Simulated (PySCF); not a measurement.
## Ionisation energy of Cu by level of theory

Cu [Ar] 3d10 4s1 (2S) → Cu⁺ [Ar] 3d10 (1S), as a difference of total energies. Computed with PySCF 2.14 in def2-TZVPPD, with no relativity, point nucleus. Correlated levels: valence and next inner shell: [Ne] frozen. The calculations carry no spin-orbit coupling.

```
                                method  ionisation energy (eV)
                                   UHF                   6.441
    MP2 (valence and next inner shell)                   7.370
SCS-MP2 (valence and next inner shell)                   7.204
   CCSD (valence and next inner shell)                   7.181
CCSD(T) (valence and next inner shell)                   7.299
```

Task: How much does correlation contribute at CCSD(T) (valence and next inner shell)?

Result: 7.299 − (6.441) = 0.858 eV, measured against UHF.

These non-relativistic numbers lack the scalar-relativistic shift.

Errors of the correlated levels include the incompleteness of this basis and the frozen core.

For comparison: 7.726 eV (measured; NIST Atomic Spectra Database, ionization energies).
